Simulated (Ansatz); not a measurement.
Mulliken charges of CH4F2GeO, SMILES `FC(F)[O][GeH3]` from B3LYP/def2-TZVPP in Ansatz (PBE0-D4/def2-TZVP geometry).

```tsv
atom	x (Å)	y (Å)	z (Å)	charge (e)
F1	1.423	-1.110	0.924	-0.218
C2	1.354	-0.248	-0.128	0.402
F3	1.506	0.996	0.416	-0.227
O4	0.199	-0.358	-0.780	-0.391
Ge5	-1.362	0.191	-0.027	0.297
H6	2.202	-0.443	-0.789	0.102
H7	-2.394	-0.576	-0.855	0.009
H8	-1.466	1.705	-0.229	0.006
H9	-1.372	-0.204	1.451	0.019
```

**Question.** By hand: the dipole of these point charges (1 e Å = 4.8032 D).

**Answer.** Σ q r = (-0.422, 0.069, -0.112) e Å, of length 0.442 e Å = 2.12 D.

**Question.** How does the dipole of the full density compare? (Estimate.)

**Answer.** Computed: (-0.300, 0.051, -0.133) e Å, 1.60 D; the point charges give 1.32 times that, at 9° from its direction.

Point charges leave out the atoms' own dipoles, such as those of lone pairs, and Mulliken's split depends on the basis, so the two needn't agree.

B3LYP here is the variant with VWN-RPA as its local correlation; programs differ in this.
